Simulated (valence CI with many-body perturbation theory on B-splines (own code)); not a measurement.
## Questions on Te¹³⁺

Method: valence CI with perturbative core correlation (CI+MBPT): three valence electrons over a frozen Dirac-Fock core [Kr], a basis of 7 s, 7 p, 8 d, 6 f, 4 g, 1 h functions for each j, with the one-electron correlation potential Σ1 (screened to all orders), the two-electron term Σ2, the three-electron term Σ3, Breit, model QED; selected single and double excitations, second order for the rest, scaled by the run's own slope (own B-spline code, finite nucleus).

No measured spectrum was set against this ion. As an estimate, terms of the open shell hold to 2 to 4 % of their energy, and close levels can change places. Only levels of the ground parity were solved; by the run's estimate the other parity begins above the list, which can be wrong where configurations are misplaced.

Names give the largest LS component (configuration and term), which can be under half, so a name can repeat, a term be missing and a line seem to break the LS rules; names also repeat where a configuration has a term twice.

Rates and lifetimes use the calculated energies. Strong lines usually hold to 10 to 20 %, long lifetimes can be off by a factor of two.

What is the ground level?

4d³ ⁴F_3/2, composition 88 % 4d³ ⁴F + 10 % 4d³ ²D, g = 0.453.

What is the ionisation energy?

300.14 eV; NIST lists 299 ± 3 eV (theoretical).

How well does LS coupling describe the low levels?

Among the lowest 19 levels the leading LS term, summed over configurations, holds 80 % on average. For single configurations the figures are 80 % in LS and 73 % in jj coupling. Terms mix most in the J = 3/2 level at 44858 cm⁻¹, where the leading one holds 49 %.

How is the term ⁴F of the ground level split?

J = 3/2 at 0.0, J = 5/2 at 8232, J = 7/2 at 15698, J = 9/2 at 21483 cm⁻¹.
